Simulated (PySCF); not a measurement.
# Which method gave which barrier?

Saddle point of GeNH4F, closed shell (GeNH₄F ([NH2][GeH2][F]) → GeNH₃ ([NH][GeH2]) + HF; bonds formed: F2–H4; bonds broken: Ge1–F2, N3–H4), PBE0-D4/def2-TZVP structure:

Ge1  (-0.597, -0.270, 0.425)
F2  (1.684, -0.510, 0.017)
N3  (-0.252, 0.596, -1.035)
H4  (1.163, 0.042, -0.671)
H5  (-0.762, -1.787, 0.366)
H6  (-0.900, 0.327, 1.813)
H7  (-0.337, 1.602, -0.915)
(Å)

Computed with PySCF 2.14 with density fitting (its default auxiliary sets; JK sets also for MP2 and CCSD(T)) (basis: def2-TZVPP, with def2-QZVPP for the basis limit); correlated methods freeze the cores. Filled d shells of the heavier atoms are correlated. The def2 sets are not built for correlating such inner shells, so the correlated values are less sure here. Extrapolation: Hartree–Fock as exp(−7.88 √X), correlation as X^−2.97. Four methods, as single points on the PBE0-D4 structures, gave these electronic barriers from the start structure: 242.4, 268.7, 301.2, 344.5 kJ/mol.

(1) The methods were, in alphabetical order, BHLYP-D4, HF, PBE-D4, r2SCAN-D4. Which gave which? (A judgement: the text doesn't fix the answer.)

No T1 diagnostic of these runs exceeds 0.019. The restricted Hartree–Fock reference is unstable towards an unrestricted one at one or more of these structures.

Answers

(1) Computed: PBE-D4 242.4; r2SCAN-D4 268.7; BHLYP-D4 301.2; HF 344.5 kJ/mol. For comparison, CCSD(T) at an estimated basis limit (MP2 extrapolated from triple and quadruple zeta, plus CCSD(T) − MP2 in triple zeta) gives 275.2 kJ/mol.

Labels in which every atom is bracketed show which atoms are joined, not bond orders.

For scale, one of the runs: CCSD(T)/def2-TZVPP, 166 basis functions, launched by `OMP_NUM_THREADS=4 python run.py`. The run took 2.9 min on 4 CPU threads of a Oxide Virtual Turin-like (shared host), with 1.7 GiB of host memory at its peak.
